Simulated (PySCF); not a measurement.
**Diatomics of S with the second period**

PBE with double-zeta basis sets in PySCF, for the lowest determinant that a PBE0 search found; no spin–orbit coupling. De refers to high-spin ground-configuration atoms. A positive dipole means M(−)S(+).

```tsv
M	basis	state (unpaired electrons)	Re (Å)	ωe (cm⁻¹)	De (eV)	μ (D)
Li	aug-cc-pVDZ/aug-cc-pV(D+d)Z	doublet (π ↑)	2.186	555	3.15	-6.87
Be	def2-SVP	singlet (closed shell)	1.770	968	3.71	-4.57
B	def2-SVP	doublet (σ ↑)	1.628	1176	6.38	-0.59
C	cc-pVDZ/cc-pV(D+d)Z	singlet (closed shell)	1.559	1262	7.72	1.77
N	x2c-SVPall	doublet (π ↑)	1.523	1205	5.35	1.75
O	aug-cc-pV(D+d)Z/aug-cc-pVDZ	triplet (π ↑↑)	1.523	1076	5.93	1.42
F	def2-SVP	doublet (π ↑)	1.640	816	3.96	0.92
```

The shortest bond is that of SO (1.523 Å), the longest that of LiS (2.186 Å). CS is bound most strongly (7.72 eV) and LiS least (3.15 eV).

The rows differ in basis set, which adds steps of its own.

The state changes along the series, so neighbouring rows are not always alike in their bonding.

States were picked by a PBE0 search and need not be the measured ground states.
